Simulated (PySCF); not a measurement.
# `CCCC(C)(C)C`, C7H16

Molfile (atoms numbered from 1):
```
C7H16
     RDKit          3D

 23 22  0  0  0  0  0  0  0  0999 V2000
    2.9591    0.0150    0.4642 C   0  0  0  0  0  0  0  0  0  0  0  0
    1.5033   -0.4023    0.6396 C   0  0  0  0  0  0  0  0  0  0  0  0
    0.5851    0.4079   -0.2732 C   0  0  0  0  0  0  0  0  0  0  0  0
   -0.9157    0.0767   -0.1841 C   0  0  0  0  0  0  0  0  0  0  0  0
   -1.1804   -1.3802   -0.5710 C   0  0  0  0  0  0  0  0  0  0  0  0
   -1.4526    0.3352    1.2254 C   0  0  0  0  0  0  0  0  0  0  0  0
   -1.6588    0.9886   -1.1670 C   0  0  0  0  0  0  0  0  0  0  0  0
    3.0866    1.0688    0.7035 H   0  0  0  0  0  0  0  0  0  0  0  0
    3.2812   -0.1428   -0.5631 H   0  0  0  0  0  0  0  0  0  0  0  0
    3.6053   -0.5660    1.1188 H   0  0  0  0  0  0  0  0  0  0  0  0
    1.2167   -0.2533    1.6814 H   0  0  0  0  0  0  0  0  0  0  0  0
    1.4106   -1.4649    0.4113 H   0  0  0  0  0  0  0  0  0  0  0  0
    0.9088    0.2589   -1.3067 H   0  0  0  0  0  0  0  0  0  0  0  0
    0.7175    1.4681   -0.0415 H   0  0  0  0  0  0  0  0  0  0  0  0
   -2.2513   -1.5679   -0.6101 H   0  0  0  0  0  0  0  0  0  0  0  0
   -0.7597   -1.5996   -1.5499 H   0  0  0  0  0  0  0  0  0  0  0  0
   -0.7464   -2.0644    0.1532 H   0  0  0  0  0  0  0  0  0  0  0  0
   -1.2306    1.3525    1.5401 H   0  0  0  0  0  0  0  0  0  0  0  0
   -2.5319    0.2001    1.2450 H   0  0  0  0  0  0  0  0  0  0  0  0
   -1.0162   -0.3524    1.9450 H   0  0  0  0  0  0  0  0  0  0  0  0
   -1.3069    0.8252   -2.1833 H   0  0  0  0  0  0  0  0  0  0  0  0
   -2.7278    0.7889   -1.1396 H   0  0  0  0  0  0  0  0  0  0  0  0
   -1.5007    2.0349   -0.9142 H   0  0  0  0  0  0  0  0  0  0  0  0
  1  2  1  0
  2  3  1  0
  3  4  1  0
  4  5  1  0
  4  6  1  0
  4  7  1  0
  1  8  1  0
  1  9  1  0
  1 10  1  0
  2 11  1  0
  2 12  1  0
  3 13  1  0
  3 14  1  0
  5 15  1  0
  5 16  1  0
  5 17  1  0
  6 18  1  0
  6 19  1  0
  6 20  1  0
  7 21  1  0
  7 22  1  0
  7 23  1  0
M  END
```

Theory: GIAO B3LYP/pcSseg-1 magnetisability, rotational g tensor and spin-rotation constants, non-relativistic, gas phase in PySCF. Geometry: GFN2-xTB.

**Question.** Give the nuclear spin-rotation constants along the inertial axes (H = +C I·J) beside the isotropic shieldings.

**Answer.** Rotational constants 4.0868, 1.4173, 1.3992 GHz. A star marks the isotopologue with that one atom substituted, in its own axes.
```csv
atom,isotope,Caa (kHz),Cbb (kHz),Ccc (kHz),mean (kHz),σ (ppm)
H8,1H,-0.446,-0.095,-0.035,-0.192,30.9
H9,1H,-0.446,-0.096,-0.034,-0.192,30.9
H10,1H,-0.156,-0.065,-0.153,-0.124,30.5
H11,1H,-0.451,-0.088,-0.025,-0.188,30.5
H12,1H,-0.451,-0.087,-0.026,-0.188,30.5
H13,1H,-0.448,-0.092,-0.028,-0.189,30.7
H14,1H,-0.448,-0.091,-0.030,-0.189,30.7
H15,1H,0.082,-0.151,-0.161,-0.077,31.0
H16,1H,-0.457,-0.108,-0.023,-0.196,31.1
H17,1H,-0.288,-0.018,-0.156,-0.154,30.6
H18,1H,-0.458,-0.107,-0.024,-0.196,31.1
H19,1H,0.082,-0.151,-0.161,-0.077,31.0
H20,1H,-0.287,-0.019,-0.156,-0.154,30.6
H21,1H,-0.460,-0.096,-0.026,-0.194,30.8
H22,1H,0.070,-0.138,-0.168,-0.079,30.9
H23,1H,-0.460,-0.095,-0.027,-0.194,30.8
C1,13C*,0.555,0.215,0.221,0.331,163.6
C2,13C*,0.676,0.213,0.220,0.370,158.7
C3,13C*,0.712,0.303,0.311,0.442,129.2
C4,13C*,0.696,0.254,0.244,0.398,147.6
C5,13C*,0.769,0.228,0.213,0.404,152.0
```
For the geometry as given, no vibrational averaging.

**Question.** How do the rotational constants and the g tensor change when H8, H9, H10, H11, H12, H13, H14, H15, H16, H17, H18, H19, H20, H21, H22, H23 are replaced by deuterium?

**Answer.** Constants 2.9921, 1.1344, 1.1198 GHz; g 0.0032, 0.0006, 0.0006, against 0.0044, 0.0007, 0.0007 before.
